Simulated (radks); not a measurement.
Values are calculated unless marked as measured or tabulated.
Problem. Cu III, configuration [Ar] 3d9 (the NIST ground configuration). Level of theory: scalar-relativistic Kohn-Sham, BLYP, spin-polarised, spherical densities, point nucleus; open shells are filled with parallel spins first (a radial shooting solver on a logarithmic mesh with Libxc functionals). Some entries of the table are withheld. Estimate them.

orbital,occ.,eigenvalue (Ry),<1/r> (bohr^-1),r(max) (bohr)
1s up,1,-652.6328,29.16,0.03411
1s down,1,-652.6328,29.16,0.03411
2s up,1,-80.02295,6.326,0.1966
2s down,1,-79.97956,6.328,0.1966
2p up,3,-69.33999,(1),0.1581
2p down,3,-69.30721,(2),0.1581
3s up,1,-10.33977,2.004,0.6126
3s down,1,-10.25372,2.001,0.6128
3p up,3,(3),1.853,0.6181
3p down,3,(4),1.850,0.6185
3d up,5,-2.21585,(5),0.5947
3d down,4,-2.13971,(6),0.5965

Solution. 
(1) 2p up <1/r> (bohr^-1): 6.210
(2) 2p down <1/r> (bohr^-1): 6.212
(3) 3p up eigenvalue (Ry): -7.20906
(4) 3p down eigenvalue (Ry): -7.12511
(5) 3d up <1/r> (bohr^-1): 1.462
(6) 3d down <1/r> (bohr^-1): 1.451
